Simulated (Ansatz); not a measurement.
Start from `F[SiH](Cl)Cl` and change one atom or group to get `O[SiH2]O[Si](F)(Cl)Cl`.

Ansatz, PBE0-D4/def2-TZVP geometries, multiplicity 1. Each molecule was computed in one conformer, which needn't be the lowest.

```json
{"property": "LUMO energy (PBE0/def2-TZVPP) / eV", "`F[SiH](Cl)Cl`": "0.21"}
{"property": "size of the dipole moment (ωB97M-V/def2-TZVPP) / D", "`F[SiH](Cl)Cl`": "0.99"}
{"property": "HOMO energy (PBE0/def2-TZVPP) / eV", "`F[SiH](Cl)Cl`": "-9.66"}
{"property": "HOMO energy (B3LYP/def2-TZVPP) / eV", "`F[SiH](Cl)Cl`": "-9.36"}
{"property": "HOMO energy (PBE/def2-TZVPP) / eV", "`F[SiH](Cl)Cl`": "-8.21"}
{"property": "size of the dipole moment (PBE/def2-TZVPP) / D", "`F[SiH](Cl)Cl`": "0.92"}
```

(1) Give the same properties after the change, and the shifts. (Estimate.)

Results:

(1) Computed: 
```tsv
property	`O[SiH2]O[Si](F)(Cl)Cl`	shift
LUMO energy (PBE0/def2-TZVPP) / eV	0.20	-0.01
size of the dipole moment (ωB97M-V/def2-TZVPP) / D	1.79	0.80
HOMO energy (PBE0/def2-TZVPP) / eV	-9.27	0.39
HOMO energy (B3LYP/def2-TZVPP) / eV	-9.05	0.31
HOMO energy (PBE/def2-TZVPP) / eV	-7.80	0.41
size of the dipole moment (PBE/def2-TZVPP) / D	1.76	0.84
```

Dipoles are sizes alone; their direction can turn.

B3LYP here is the variant with VWN-RPA as its local correlation; programs differ in this.
